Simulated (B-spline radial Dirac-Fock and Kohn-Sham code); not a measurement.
## Dipole and non-dipole photoemission parameters of Os³⁺ 3s

System: the Os³⁺ ion, configuration [Xe] 4f14 5d5; threshold 3063.3 eV (orbital energy of the model). These are calculated numbers from a radial B-spline solver; the model is Dirac-Hartree-Slater photoionisation with a Latter tail; cross sections with all multipoles, angular parameters from the dipole term and its interference with E2.

The run's input, task.json:

```json
{"items": [{
  "Z": 76,
  "q": 3,
  "cfg": [[1, 0, 2], [2, 0, 2], [2, 1, 6], [3, 0, 2], [3, 1, 6], [3, 2, 10], [4, 0, 2], [4, 1, 6], [4, 2, 10], [4, 3, 14], [5, 0, 2], [5, 1, 6], [5, 2, 5]],
  "A": 192,
  "rrms": 5.4126,
  "do": "xps",
  "hv": [60, 62.9, 80, 84.9, 122.0, 124.0, 136.0, 200, 226.0, 250.0, 343.0, 357.0, 400, 401.0, 539.0, 787.0, 813.0, 905.0, 1100.0, 1200.0, 1250.0, 1840.0, 3300.0, 4370.0, 4580.0, 5260.0, 5414.7, 6000, 12000, 15000]
}]}
```

Run with: `python xray2_run.py task.json out`

```tsv
hν (eV)	σ (kb)	β	γ
3300	23.2	1.899	1.321
4370	15.6	1.919	0.640
4580	14.5	1.921	0.560
5260	?	?	?
5414.7	11.2	1.929	0.312
6000	9.46	1.932	0.186
12000	2.72	1.947	-0.164
15000	1.77	1.949	-0.080
```

Q: Give the values at 5260 eV.

A: σ = 11.7 kb, β = 1.928, γ = 0.351. For an s subshell δ is negligible.
